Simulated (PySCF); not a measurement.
Compound: C2H10BN.
SMILES: `[BH3-][NH2+]CC`

Jobs on this species (14 atoms, 34 electrons) with PySCF (density fitting). Hardware of each: one thread of an Intel Xeon Platinum 8259CL at 2.50 GHz, no GPU, on a shared host. Other jobs ran on the host; a repeat could differ by tens of per cent or more. Peak memory is the resident size of the whole Python process, interpreter and libraries included.

```
                                                                 level and settings                                                          work  basis functions  SCF cycles  wall time  peak memory
     delta-SCF UKS PBE, pcX-2 on the ionised atom, pcseg-1 elsewhere, spin-free X2C                                 ΔSCF core ionisation, 4 holes              137           ?          ?            ?
delta-SCF UKS SCAN, def2-TZVP on the ionised atom, pcseg-1 elsewhere, spin-free X2C                                 ΔSCF core ionisation, 4 holes              123          63       33 s     0.58 GiB
    delta-SCF UKS PBE0, pcX-2 on the ionised atom, pcseg-1 elsewhere, spin-free X2C                                 ΔSCF core ionisation, 4 holes              137          57       31 s     0.58 GiB
      delta-SCF UKS HF, pcX-2 on the ionised atom, pcseg-1 elsewhere, spin-free X2C                                 ΔSCF core ionisation, 4 holes              137          54       12 s     0.58 GiB
                                                 PBE0-D3(BJ)/def2-SVP, grid level 1  geometry optimisation from a GFN2-xTB start shaken at random              106          29       21 s     0.44 GiB
    delta-SCF UKS SCAN, pcX-2 on the ionised atom, pcseg-1 elsewhere, spin-free X2C                                 ΔSCF core ionisation, 4 holes              137          63       29 s     0.48 GiB
 delta-SCF UKS SCAN, pcX-2 on the ionised atom, pcseg-1 elsewhere, non-relativistic                                 ΔSCF core ionisation, 4 holes              137          63       36 s     0.58 GiB
   delta-SCF UKS B3LYP, pcX-2 on the ionised atom, pcseg-1 elsewhere, spin-free X2C                                 ΔSCF core ionisation, 4 holes              137          58       29 s     0.54 GiB
    delta-SCF UKS SCAN, pcX-1 on the ionised atom, pcseg-1 elsewhere, spin-free X2C                                 ΔSCF core ionisation, 4 holes              116          62       25 s     0.58 GiB
```

Q: Fill in the missing figures.

A: 
- delta-SCF UKS PBE, pcX-2 on the ionised atom, pcseg-1 elsewhere, spin-free X2C; ΔSCF core ionisation, 4 holes: 21 s, 0.58 GiB, 60 SCF cycles

Q: What do all jobs in the table cost together?

A: About 4.0 min; the longest takes about 15 % of that, and about 3 times as long as the shortest.
